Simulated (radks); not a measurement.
Excited configurations of Rb III: one electron is placed in a higher orbital outside [Ar] 3d10 4s2 4p4. The ground configuration is [Ar] 3d10 4s2 4p5. Method: Dirac Kohn-Sham, PBE, spin-unpolarised, spherical densities, finite nucleus; open shells are shared between the two j in proportion to 2j + 1; Fermi nuclear charge, rms radius 4.2036 fm; computed with a radial shooting solver on a logarithmic mesh with Libxc functionals. Excitation = E - E(ground); binding = E(ion) - E, where the ion is the core of charge +3; n* = 3/sqrt(2 binding) in atomic units, and the quantum defect is n - n*. Eigenvalue and <r> are those of j = l + 1/2.

| outer orbital | excitation (eV) | binding (eV) | n* | quantum defect | eigenvalue (eV) | <r> (bohr) |
|---|---|---|---|---|---|---|
| 4d | 21.441 | 18.734 | 2.557 | 1.443 | -14.222 | 2.461 |
| 4f | 32.075 | 8.100 | 3.888 | 0.112 | -6.322 | 5.438 |
| 5p | 25.733 | 14.442 | 2.912 | 2.088 | -11.976 | 4.122 |
| 5d | 30.732 | 9.443 | 3.601 | 1.399 | -7.837 | 5.722 |
| 6d | 34.281 | 5.894 | 4.558 | 1.442 | -4.987 | 9.736 |
| 7p | 34.947 | 5.228 | 4.840 | 2.160 | -4.505 | 11.77 |

Estimate the row for 6p.

Answer. excitation (eV) 32.029; binding (eV) 8.147; n* 3.877; quantum defect 2.123; eigenvalue (eV) -6.920; <r> (bohr) 7.478. The Delta-SCF ionisation energy is 40.175 eV (NIST Atomic Spectra Database: 39.247 eV, semi-empirical). Self-interaction in the functional shifts the binding energies and quantum defects, so they are the method's values and not measured ones. Spin polarisation and multiplet splitting are left out, so open shells lie too high by an amount that depends on their filling. Sharing an open shell by 2j + 1 raises it above the true ground level by a part of the spin-orbit splitting, which enters the differences from NIST.

Beside tabulated values, note that spin-unpolarised runs miss the spin-polarisation part of the exchange energy of open shells.
